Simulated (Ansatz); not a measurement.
Energy profile

The step: Si₂H₆O ([SiH3][O][SiH3]) + HBr → Si₂H₅BrO ([SiH3][O][SiH2][Br]) + H₂; bonds formed: Si1–Br8, H2–H7; bonds broken: Si1–H2, H7–Br8 (atoms numbered as in the saddle structure below).

Si1  (0.351, -0.641, 1.068)
H2  (1.903, -0.036, 1.533)
O3  (-0.804, 0.206, 0.351)
Si4  (-1.351, 0.719, -1.136)
H5  (0.085, -0.387, 2.506)
H6  (0.567, -2.074, 0.831)
H7  (2.045, -0.075, 0.665)
Br8  (1.850, -0.336, -1.219)
H9  (-2.763, 1.102, -0.891)
H10  (-1.301, -0.378, -2.128)
H11  (-0.581, 1.899, -1.580)
(Å)

Electronic energies by CCSD(T) at an estimated basis limit (MP2 extrapolated from triple and quadruple zeta, plus CCSD(T) − MP2 in triple zeta), on PBE0-D4/def2-TZVP structures; Si₂H₇BrO, singlet; no counterpoise correction. Ansatz 0.2.0; basis: def2-TZVPP and def2-QZVPP; cores frozen in the correlated methods. Filled d shells of the heavier atoms are correlated. The def2 sets are not built for correlating such inner shells, so the correlated values are less sure here. Extrapolation: Hartree–Fock as exp(−7.88 √X), correlation as X^−2.97.

Give the profile in kJ/mol, counted from the separated reactants. (To be estimated.)

By the calculation:
```tsv
point	kJ/mol
separated: Si₂H₆O (linked as [SiH3][O][SiH3]; Si1, H2, O3, Si4, H5, H6, H9, H10, H11; singlet) + HBr (H7, Br8; singlet)	0.0
start structure	-9.5
saddle	123.9
end structure	-92.2
separated: Si₂H₅BrO (linked as [SiH3][O][SiH2][Br]; Si1, O3, Si4, H5, H6, Br8, H9, H10, H11; singlet) + H₂ (H2, H7; singlet)	-89.0
```

T1 diagnostic: at most 0.011.

For scale, one of the runs: CCSD(T)/def2-TZVPP, 261 basis functions, launched by `ansatz run in.yaml --threads 8 --pin off --events-out ev --progress --plain --max-ram 19148MiB`. Hardware: 8 CPU threads of an AMD EPYC 7B13, shared host. Wall time 92 s; peak host memory 6 GiB.
